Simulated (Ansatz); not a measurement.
dichloro(silylmethyl)silane (CH6Cl2Si2), SMILES [SiH3]C[SiH](Cl)Cl. Atoms are numbered in the order given.

```xyz
11

Si    -1.7292    -1.5674     0.4550
C     -0.3652    -1.2881    -0.8284
Si     0.7173     0.2036    -0.6141
Cl    -0.4450     1.9133    -0.6729
Cl     1.6732     0.1054     1.2175
H     -2.4919    -2.7998     0.0940
H     -2.6639    -0.4058     0.4733
H     -1.1325    -1.7452     1.8098
H     -0.8327    -1.2203    -1.8284
H      0.2906    -2.1785    -0.8429
H      1.7618     0.3341    -1.6596
```

Geometry: r2SCAN-D4/def2-SVP. Other conformers were not sampled.

Two levels are set side by side: PBE-D3(BJ)/def2-SVP (Ansatz, an electronic-structure program) and r2SCAN-D4/def2-SVP (Ansatz). Each level has its own optimised geometry; the coordinates shown are those of the second. Differences are taken from unrounded values.

```
quantity              r2SCAN-D4  PBE-D3(BJ)  PBE-D3(BJ) minus r2SCAN-D4
--------------------  ---------  ----------  --------------------------
mean bond length (Å)      1.606       1.616                       0.010
bond Si1–C2 (Å)           1.894       1.903                       0.009
bond C2–Si3 (Å)           1.856       1.867                       0.012
bond Si3–Cl4 (Å)          2.068       2.078                       0.010
bond Si3–Cl5 (Å)          2.068       2.078                       0.010
bond Si1–H6 (Å)           1.494       1.505                       0.011
bond Si1–H7 (Å)           1.491       1.502                       0.011
bond Si1–H8 (Å)           1.491       1.502                       0.011
bond C2–H9 (Å)            1.106       1.112                       0.006
bond C2–H10 (Å)           1.106       1.112                       0.006
bond Si3–H11 (Å)          1.484       1.496                       0.013
```

On these quantities the two levels nearly agree.
